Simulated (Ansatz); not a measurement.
Ca₂Se₃, relaxed as a singlet with RKS PBE-D4/def2-SVP in Ansatz, starting from the GFN2-xTB geometry. Force threshold 0.02 eV/Å.

The structure comes from a short search, and lower isomers may exist.

Start:

Cartesian coordinates in Å:
```
Ca -1.479 1.296 -0.288
Ca 1.011 -1.581 -0.665
Se -0.998 -0.599 -2.039
Se -0.337 0.531 1.999
Se 1.803 0.353 0.992
```

Problem. Estimate the energy that the relaxation releases and the steps that it takes.

Solution. 22.1 kcal/mol, in 7 steps; 11 s on 4 threads of AMD EPYC 7B13 on a shared host. No frequencies were taken in this run, so the end may be a saddle point.

Problem. Does the start keep its bonding and symmetry?

Solution. By distances, no bond broke or formed. The bond that changes most is Ca2–Se4, from 3.66 to 2.84 Å (atoms count from 1). Point group C2 at the start, C2v at the end, both within 0.05 Å.

Problem. Predict the relaxed structure.

Solution. 
| atom | x (Å) | y (Å) | z (Å) |
| --- | --- | --- | --- |
| Ca1 | -0.925 | 1.360 | -0.370 |
| Ca2 | 0.612 | -1.548 | -0.267 |
| Se3 | -1.047 | -0.629 | -2.131 |
| Se4 | -0.271 | -0.073 | 1.993 |
| Se5 | 1.631 | 0.889 | 0.776 |
Bond lengths (bridged metal pairs left out): 6 × Ca–Se 2.66 to 2.84 Å; 1 × Se–Se 2.45 Å.
